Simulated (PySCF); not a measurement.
**Nonlinear optical response: SMILES O=C(O)c1ccc(F)cc1, C₇H₅FO₂**

Molfile (atoms numbered from 1):
```
C7H5FO2
     RDKit          3D

 15 15  0  0  0  0  0  0  0  0999 V2000
    2.5370   -1.5179    0.1720 O   0  0  0  0  0  0  0  0  0  0  0  0
    2.0545   -0.4227    0.0259 C   0  0  0  0  0  0  0  0  0  0  0  0
    2.7974    0.6935    0.0126 O   0  0  0  0  0  0  0  0  0  0  0  0
    0.6064   -0.1586   -0.1538 C   0  0  0  0  0  0  0  0  0  0  0  0
   -0.2651   -1.2538   -0.1582 C   0  0  0  0  0  0  0  0  0  0  0  0
   -1.6309   -1.0671   -0.3238 C   0  0  0  0  0  0  0  0  0  0  0  0
   -2.1119    0.2291   -0.4848 C   0  0  0  0  0  0  0  0  0  0  0  0
   -3.4171    0.4161   -0.6440 F   0  0  0  0  0  0  0  0  0  0  0  0
   -1.2672    1.3346   -0.4842 C   0  0  0  0  0  0  0  0  0  0  0  0
    0.0983    1.1354   -0.3175 C   0  0  0  0  0  0  0  0  0  0  0  0
    3.7151    0.4084    0.1365 H   0  0  0  0  0  0  0  0  0  0  0  0
    0.1560   -2.2527   -0.0286 H   0  0  0  0  0  0  0  0  0  0  0  0
   -2.3320   -1.9033   -0.3313 H   0  0  0  0  0  0  0  0  0  0  0  0
   -1.6918    2.3315   -0.6140 H   0  0  0  0  0  0  0  0  0  0  0  0
    0.7820    1.9854   -0.3132 H   0  0  0  0  0  0  0  0  0  0  0  0
  1  2  2  0
  2  3  1  0
  2  4  1  0
  4  5  1  0
  5  6  2  0
  6  7  1  0
  7  8  1  0
  7  9  2  0
  9 10  1  0
 10  4  2  0
  3 11  1  0
  5 12  1  0
  6 13  1  0
  9 14  1  0
 10 15  1  0
M  END
```

Level of theory: quadratic response CAM-B3LYP/aug-cc-pVDZ first hyperpolarisability, Taylor convention, gas phase in PySCF 2.14.0. Geometry: PBE0-D3(BJ)/def2-SVP.

Problem. What is the first hyperpolarisability, and how does it disperse?

Solution. In 10⁻³⁰ esu, Taylor convention; the vector part is βᵢ = ⅓ Σⱼ (βᵢⱼⱼ + βⱼᵢⱼ + βⱼⱼᵢ); β∥ is 3/5 of the vector part along the dipole, the dipole points from − to +:
```
                   process  λ (nm)  β vector norm    β∥  β HRS  depolarisation ratio
           static β(0;0,0)       ∞           3.59  0.02   1.66                  3.73
second harmonic β(−2ω;ω,ω)    1907           3.86  0.03   1.77                  3.78
         Pockels β(−ω;ω,0)    1907           3.68  0.03      –                     –
second harmonic β(−2ω;ω,ω)    1064           4.55  0.05   2.07                  3.90
         Pockels β(−ω;ω,0)    1064           3.87  0.03      –                     –
```

Problem. Which lowest excitations, dipole and polarisabilities go with it?

Solution. S1 5.21 eV (f = 0.001); S2 5.29 eV (f = 0.000); S3 5.55 eV (f = 0.222); dipole 1.46 D; isotropic α 89.3 au static, 89.7 au at 1907 nm, 90.5 au at 1064 nm, 90.8 au at 953.5 nm, 94.3 au at 532 nm.
